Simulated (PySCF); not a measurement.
CH4, charge +1, doublet, geometry from GFN2-xTB (a state made from the parent by changing its charge; the spin is typed, not shown lowest), with bond 5-1 at 3.0 times its length; PBE/6-311G** (PySCF).

Here is a job for PySCF.
```python
from pyscf import gto, scf, dft

mol = gto.Mole()
mol.atom = '''
    C     0.000000    0.000000    0.000000
    H    -0.857034   -0.147942   -0.691797
    H     0.197880    1.080625   -0.167549
    H    -0.379640   -0.539416    0.894361
    H     3.116384   -1.179798   -0.105045
'''
mol.basis = '6-311g**'
mol.charge = 1
mol.spin = 1
mol.verbose = 4
mol.build()

mf = dft.UKS(mol)
mf.xc = 'pbe'
mf.kernel()
mo_i, mo_e, stable_i, stable_e = mf.stability(internal=True, external=False, return_status=True, nroots=6, tol=1e-6)
print('internally stable:', stable_i, ' externally stable:', stable_e)
if not stable_i:
    umf = mf.copy()
    umf.scf_summary = {}
    umf.kernel(umf.make_rdm1(mo_i, mf.mo_occ))
mf.analyze()
```

The log (banner, timings and long lists left out):

```
PySCF version 2.14.0

[INPUT] verbose = 4
[INPUT] num. atoms = 5
[INPUT] num. electrons = 9
[INPUT] charge = 1
[INPUT] spin (= nelec alpha-beta = 2S) = 1
[INPUT] symmetry False subgroup None
[INPUT] Mole.unit = angstrom
[INPUT] Symbol           X                Y                Z      unit          X                Y                Z       unit  Magmom
[...]
nuclear repulsion = 10.8214748164694
number of shells = 24
number of NR pGTOs = 63
number of NR cGTOs = 42
basis = 6-311g**
ecp = {}

******** <class 'pyscf.dft.uks.UKS'> ********
method = UKS
initial guess = minao
damping factor = 0
level_shift factor = 0
DIIS = <class 'pyscf.scf.diis.CDIIS'>
diis_start_cycle = 1
diis_space = 8
diis_damp = 0
SCF conv_tol = 1e-09
SCF conv_tol_grad = None
SCF max_cycles = 50
direct_scf = True
direct_scf_tol = 1e-13
number electrons alpha = 5  beta = 4
XC library pyscf.dft.libxc version 7.1.2
    S. Lehtola, C. Steigemann, M. J. T. Oliveira, and M. A. L. Marques,  SoftwareX 7, 1–5 (2018)
XC functionals = pbe
    J. P. Perdew, K. Burke, and M. Ernzerhof,  Phys. Rev. Lett. 77, 3865 (1996)
    J. P. Perdew, K. Burke, and M. Ernzerhof,  Phys. Rev. Lett. 78, 1396 (1997)
    J. P. Perdew, K. Burke, and M. Ernzerhof,  Phys. Rev. Lett. 77, 3865 (1996)
    J. P. Perdew, K. Burke, and M. Ernzerhof,  Phys. Rev. Lett. 78, 1396 (1997)
radial grids:
    Treutler-Ahlrichs [JCP 102, 346 (1995); DOI:10.1063/1.469408] (M4) radial grids

becke partition: Becke, JCP 88, 2547 (1988); DOI:10.1063/1.454033
pruning grids: <function nwchem_prune>
grids dens level: 3
symmetrized grids: False
atomic radii adjust function: <function treutler_atomic_radii_adjust>
small_rho_cutoff = 0
Set gradient conv threshold to 3.16228e-05
tot grids = 53352
init E= -40.0372885625358

cycle= 1 E= -39.7962286639473  delta_E= 0.241  |g|= 0.157  |ddm|= 0.914
cycle= 2 E= -39.001050691229  delta_E= 0.795  |g|= 0.62  |ddm|= 0.873
cycle= 3 E= -39.8512393428596  delta_E= -0.85  |g|= 0.177  |ddm|= 0.585
cycle= 4 E= -39.8631033967418  delta_E= -0.0119  |g|= 0.113  |ddm|= 0.0655
cycle= 5 E= -39.8877050718835  delta_E= -0.0246  |g|= 0.0661  |ddm|= 0.183
cycle= 6 E= -39.8942503578201  delta_E= -0.00655  |g|= 0.0362  |ddm|= 0.0692
cycle= 7 E= -39.8894043849889  delta_E= 0.00485  |g|= 0.0612  |ddm|= 0.0543
cycle= 8 E= -39.8895929830221  delta_E= -0.000189  |g|= 0.0614  |ddm|= 0.00324
cycle= 9 E= -39.8896783429224  delta_E= -8.54e-05  |g|= 0.0611  |ddm|= 0.00077
[...]
SCF not converged.
<class 'pyscf.dft.uks.UKS'> wavefunction is stable in the internal stability analysis
internally stable: True  externally stable: None
Total Energy =                         -39.896545631368575
[...]

 ** Mulliken spin pop alpha/beta on meta-lowdin orthogonal AOs **
 ** Mulliken Spin Density (per AO)  **
spin_pop of  0 C 1s       -0.00000
spin_pop of  0 C 2s        0.03261
spin_pop of  0 C 3s        0.00033
spin_pop of  0 C 4s        0.00001
spin_pop of  0 C 2px       0.15721
spin_pop of  0 C 2py       0.08202
spin_pop of  0 C 2pz       0.05145
spin_pop of  0 C 3px       0.00045
spin_pop of  0 C 3py       0.00002
spin_pop of  0 C 3pz      -0.00003
spin_pop of  0 C 4px       0.00001
spin_pop of  0 C 4py       0.00002
spin_pop of  0 C 4pz       0.00001
spin_pop of  0 C 3dxy     -0.00018
spin_pop of  0 C 3dyz     -0.00007
spin_pop of  0 C 3dz^2    -0.00003
spin_pop of  0 C 3dxz     -0.00011
spin_pop of  0 C 3dx2-y2   -0.00020
spin_pop of  1 H 1s       -0.01038
spin_pop of  1 H 2s       -0.00002
spin_pop of  1 H 3s        0.00007
spin_pop of  1 H 2px      -0.00001
spin_pop of  1 H 2py       0.00002
spin_pop of  1 H 2pz       0.00001
spin_pop of  2 H 1s       -0.00620
spin_pop of  2 H 2s        0.00013
spin_pop of  2 H 3s        0.00007
spin_pop of  2 H 2px       0.00007
spin_pop of  2 H 2py      -0.00007
spin_pop of  2 H 2pz       0.00001
spin_pop of  3 H 1s       -0.00620
spin_pop of  3 H 2s        0.00013
spin_pop of  3 H 3s        0.00007
spin_pop of  3 H 2px      -0.00001
spin_pop of  3 H 2py       0.00006
spin_pop of  3 H 2pz      -0.00005
spin_pop of  4 H 1s        0.69806
spin_pop of  4 H 2s        0.00030
spin_pop of  4 H 3s        0.00036
spin_pop of  4 H 2px       0.00007
spin_pop of  4 H 2py       0.00001
spin_pop of  4 H 2pz       0.00000
 ** Mulliken Spin Density (per atom)  **
spin density of  0 C =      0.32352
spin density of  1 H =     -0.01031
spin density of  2 H =     -0.00600
spin density of  3 H =     -0.00600
spin density of  4 H =      0.69879
 ** Mulliken pop alpha/beta on meta-lowdin orthogonal AOs **
 ** Mulliken pop       alpha | beta **
In total             5.00000 | 4.00000
 ** Mulliken atomic charges   ( Nelec_alpha | Nelec_beta ) **
charge of  0C =      0.02679  (     3.14836      2.82485 )
charge of  1H =      0.21317  (     0.38826      0.39857 )
charge of  2H =      0.22952  (     0.38224      0.38824 )
charge of  3H =      0.22952  (     0.38224      0.38824 )
charge of  4H =      0.30100  (     0.69890      0.00010 )

WARN: System has nonzero charge 1; the dipole moment is origin-dependent.
Location of origin: [0. 0. 0.]

Dipole moment(X, Y, Z, Debye):  3.69506, -1.46170, -0.22041
```

The run did not converge; its last values are not results.
